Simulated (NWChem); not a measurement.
# CH4F2Si; SMILES C[SiH](F)F

Program: NWChem. Pople sets run with spherical d functions. Medium grid unless said otherwise, to which SCAN and Minnesota functionals are sensitive. Coordinates come from a PBE0/def2-SVP optimisation.

Problem. Among these, which level gives the highest value of “highest occupied level (eV)”?
A. B3PW91/6-31G*
B. BLYP/6-31G*
C. LC-wPBE (HJS exchange hole, range parameter 0.4 per bohr)/6-31G*
D. PBE0/6-31G*

Solution. B, BLYP/6-31G*. Values: LC-wPBE (HJS exchange hole, range parameter 0.4 per bohr)/6-31G* -12.03; PBE0/6-31G* -9.25; B3PW91/6-31G* -9.01; BLYP/6-31G* -7.55
